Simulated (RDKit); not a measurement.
Input for RDKit: UFF on H2O (SMILES O).

```python
from rdkit import Chem
from rdkit.Chem import AllChem, rdDetermineBonds

blocks = [
'''3

O    -0.00000000    0.00000000    0.38961139
H     0.00000000    0.76498632   -0.19485569
H     0.00000000   -0.76498632   -0.19485569
''',
]
mol = None
for b in blocks:
    f = Chem.MolFromXYZBlock(b)
    rdDetermineBonds.DetermineBonds(f, charge=0)
    mol = f if mol is None else Chem.CombineMols(mol, f)
Chem.SanitizeMol(mol)
print(Chem.MolToSmiles(Chem.RemoveHs(mol)))
ff = AllChem.UFFGetMoleculeForceField(mol, vdwThresh=100.0, ignoreInterfragInteractions=False)
e = ff.CalcEnergy()
print(f'UFF energy {e:.6f} kcal/mol')
```

It printed:

```
O
UFF energy 0.859581 kcal/mol
```

The run finished.

Cost: very roughly 0.010 core-seconds.
